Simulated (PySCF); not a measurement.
PySCF 2.14 output of an unrestricted PBE calculation on a single atom or ion in aug-cc-pVDZ-DK, with the spin-free X2C one-electron Hamiltonian (Gaussian nucleus):

```
SCF conv_tol = 1e-09
number electrons alpha = 3  beta = 2
    J. P. Perdew, K. Burke, and M. Ernzerhof.,  Phys. Rev. Lett. 77, 3865 (1996)
    J. P. Perdew, K. Burke, and M. Ernzerhof.,  Phys. Rev. Lett. 78, 1396 (1997)
    J. P. Perdew, K. Burke, and M. Ernzerhof.,  Phys. Rev. Lett. 77, 3865 (1996)
    J. P. Perdew, K. Burke, and M. Ernzerhof.,  Phys. Rev. Lett. 78, 1396 (1997)
cycle= 1 E= -51.6700744348442  delta_E= -0.00127  |g|= 0.00313  |ddm|= 0.063
cycle= 2 E= -51.6700796473986  delta_E= -5.21e-06  |g|= 0.000342  |ddm|= 0.0147
cycle= 3 E= -51.6700797115418  delta_E= -6.41e-08  |g|= 2.83e-05  |ddm|= 0.000533
cycle= 4 E= -51.6700797119039  delta_E= -3.62e-10  |g|= 1.04e-06  |ddm|= 0.000156
converged SCF energy = -51.6700797119039  <S^2> = 0.75017607  2S+1 = 2.0001761
```

The run itself started from symmetry-adapted Hartree-Fock orbitals and held the occupation by maximum overlap, on a logarithmic radial grid, so the iterations belong to that start.

Q: Which element, charge and spin multiplicity is this?

A: N²⁺ (nitrogen, charge +2), multiplicity 2; the state was [He] 2s2 3d1, 2D determinant (an excited configuration).

The outer electron is Rydberg-like, and this basis confines it to a smaller radius and binds it less than a complete one would.
